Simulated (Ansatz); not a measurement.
CH7AlBFSi can be A, `[BH2][Al]([CH3])[SiH2]F`, or B, `CB(F)[SiH2][AlH2]`.

Isolated molecules relaxed with PBE0-D4/def2-TZVP in Ansatz; ΔE leaves out vibrations. CCSD(T)/CBS adds triple-zeta CCSD(T) − MP2 to the extrapolated MP2 energy (def2 sets, frozen cores). DFT in def2-TZVPP. One conformer a species, not always the lowest.

A:

```xyz
12

B    -1.661    1.453    0.881
Al   -0.187    0.052    0.307
C     0.515   -1.401    1.423
Si    0.746    0.242   -1.985
F     0.077    1.482   -2.780
H    -1.392    2.510    1.383
H    -2.833    1.275    0.696
H     0.303   -2.370    0.959
H     1.604   -1.330    1.508
H     0.097   -1.414    2.432
H     2.222    0.474   -2.003
H     0.509   -0.974   -2.820
```

B:

```xyz
12

C    -1.841    0.154    0.966
B    -1.108    0.046   -0.406
F    -1.653    0.652   -1.462
Si    0.657   -0.923   -0.684
Al    2.461    0.696   -0.306
H    -2.492    1.030    1.031
H    -1.159    0.134    1.819
H    -2.479   -0.735    1.068
H     0.788   -2.003    0.341
H     0.751   -1.540   -2.039
H     2.696    1.261    1.162
H     3.377    1.229   -1.490
```

Q: Which is lower in electronic energy at CCSD(T)/CBS, and by how much? (Best estimate.)

A: The calculation gave: B, by 12.1 kcal/mol.

Q: Give E(B) − E(A) in kcal/mol with PBE-D4, ωB97M-V, PBE0-D4, CCSD/def2-TZVPP, MP2/def2-TZVPP, B2PLYP, HF/def2-TZVPP. (Estimate.)

A: The calculation gave: PBE-D4 -16.6, ωB97M-V -13.9, PBE0-D4 -15.6, CCSD/def2-TZVPP -12.5, MP2/def2-TZVPP -12.8, B2PLYP -12.8, HF/def2-TZVPP -10.3. None reverses the order clearly.

Largest T1 diagnostic: 0.014.

From PBE to PBE0 (25 % exact exchange), in def2-TZVPP and without D4, E(B) − E(A) moves by +0.9 kcal/mol. In def2-TZVPP, CCSD(T) changes the Hartree–Fock value by −3.1 kcal/mol (the triples alone add −0.9 kcal/mol) and MP2 by −2.6 kcal/mol.
